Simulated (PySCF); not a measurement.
Static response to an electric field

Compound: C₂H₁₀OSSi₃.
Cartesian coordinates in Å at the GFN2-xTB level; atoms count from 1:
```xyz
17
C2H10OSSi3 angstrom
C     -2.538    0.643    1.143
C     -2.086    0.164   -0.197
S     -3.108   -0.426   -1.315
O     -0.795    0.262   -0.407
Si     0.047   -0.173   -1.786
Si     2.125    0.381   -0.960
Si     2.329    0.341    1.354
H     -2.393    1.722    1.209
H     -1.933    0.181    1.923
H     -3.588    0.410    1.294
H     -0.251   -1.582   -2.048
H     -0.527    0.582   -2.902
H      3.095   -0.527   -1.594
H      2.525    1.701   -1.480
H      1.289    1.143    2.008
H      3.608    0.856    1.853
H      2.194   -1.017    1.892
```

Level: B3LYP/def2-SVPD (PySCF), static field, nuclei fixed, core orbitals frozen in the response. The polarisability tensor in these axes (au):

```
x   165.04   8.67  12.46
y     8.67 107.29   8.86
z    12.46   8.86 143.20
```

**Question.** Diagonalise the tensor; give its mean and Δα, where Δα² is half the sum of the squared differences of the eigenvalues.

**Answer.** Principal values 104.65, 138.13 and 172.75 au; mean 138.51 au = 20.53 Å³ = 22.84 × 10⁻⁴⁰ C²·m²/J; Δα = 58.98 au (43 % of the mean).

**Question.** What is the dipole moment, and where does it point?

**Answer.** (1.66, 0.79, 1.21) D, 2.20 D in size, pointing from the negative to the positive side. Measured along this direction, the outermost atoms are S3 at the negative end and H16 at the positive end.

**Question.** In TDDFT the mean static polarisability is Σ f/ω² over all singlet excitations (ω in hartree). How much of it do the 8 lowest give? Their energies (eV) and oscillator strengths: 3.29, 0.0001; 4.66, 0.0537; 5.38, 0.0097; 5.61, 0.2049; 5.69, 0.0033; 5.71, 0.0164; 5.78, 0.0053; 5.89, 0.0561.

**Answer.** They add up to 8.67 au, 6.3 % of the 138.51 au; the largest single term is 4.83 au, from the state at 5.61 eV. Terms in order: 0.01, 1.83, 0.25, 4.83, 0.08, 0.37, 0.12, 1.20 au. Higher excitations give the rest. The strengths listed sum to 0.350.

**Question.** Estimate the molar refractivity from the static electronic polarisability.

**Answer.** Lorentz–Lorenz: R = (4π/3)N_A α = 2.5225 cm³/(mol·Å³) × 20.53 Å³ = 51.8 cm³/mol, in the limit of long wavelengths.

**Question.** Refractivity n − 1 of an ideal gas of it at 400 K and 1 atm, from the electronic α?

**Answer.** N = p/kT = 1.8347 × 10¹⁹ cm⁻³, so n − 1 = 2π × N × 20.53 × 10⁻²⁴ cm³ = 2366 × 10⁻⁶ at long wavelengths, for an ideal gas.

**Question.** Rayleigh depolarisation ratio (linearly polarised light, static tensor)?

**Answer.** ρ = 3Δα²/(45ᾱ² + 4Δα²) = 10434.4/(863320 + 13912.5) = 0.0119.

**Question.** Traceless (Buckingham) quadrupole moment about the centre of nuclear charge: eigenvalues?

**Answer.** -12.63, 2.84, 9.79 D·Å. The values depend on the origin, since the dipole doesn't vanish. The electronic extent ⟨r²⟩ about the same centre is 2246 bohr², a root-mean-square distance of 2.67 Å for the 88 electrons.

Isolated species at its GFN2-xTB geometry (one conformer only).
